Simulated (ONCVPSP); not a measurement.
## Configuration tests for Ar (Z = 18) (ONCV)

```
Element                 : argon (Ar)
Generator               : ONCVPSP 4.0.1
Type                    : optimised norm-conserving Vanderbilt (ONCV)
Functional              : LDA (Perdew-Zunger)
Relativity              : scalar-relativistic
Frozen core             : [Ne]
Valence charge          : 8
Reference configuration : 3s2 3p6
Partial waves           : 3s: rc 1.25 bohr, ncon 4, nbas 8, qcut 5.1 1/bohr, 2 projectors, debl 3.6 Ha; 3p: rc 0.90 bohr, ncon 4, nbas 8, qcut 7.9 1/bohr, 2 projectors, debl 0.7 Ha; d scattering state at 0.08 Ha: rc 1.00 bohr, ncon 3, nbas 6, qcut 8 1/bohr, 2 projectors, debl 0.5 Ha
Local potential         : polynomial inside 0.75 bohr (lpopt 5, dvloc0 -1 Ha)
Core correction         : none
```

Energies are relative to the spin-unpolarised reference configuration 3s2 3p6; without spin polarisation the order of configurations can differ from experiment.

```csv
valence configuration,charge,ΔE all-electron (eV),error AE − PS (meV)
3s2 3p3,+3,87.544,+68
3s2 3p5.5,+0.5,6.600,0.0
```

What are ΔE and the potential's error for 3s2 3p4?

ΔE = 44.892 eV all-electron; the error (AE − PS) is +16 meV.

What are ΔE and the potential's error for 3s2 3p5?

ΔE = 16.157 eV all-electron; the error (AE − PS) is +1.5 meV.

Levels in the configuration 3s2 3p3:

| level | all-electron (eV) | pseudo (eV) |
| --- | --- | --- |
| 3s | -65.489 | -65.408 |
| 3p | -50.012 | -49.923 |

Note: ghosts flagged at negative energy: p at -179.1 eV; GHOST(+) flagged for s at 151.1 eV, s at 164.4 eV. A true bound ghost makes a file unfit for plane-wave use.
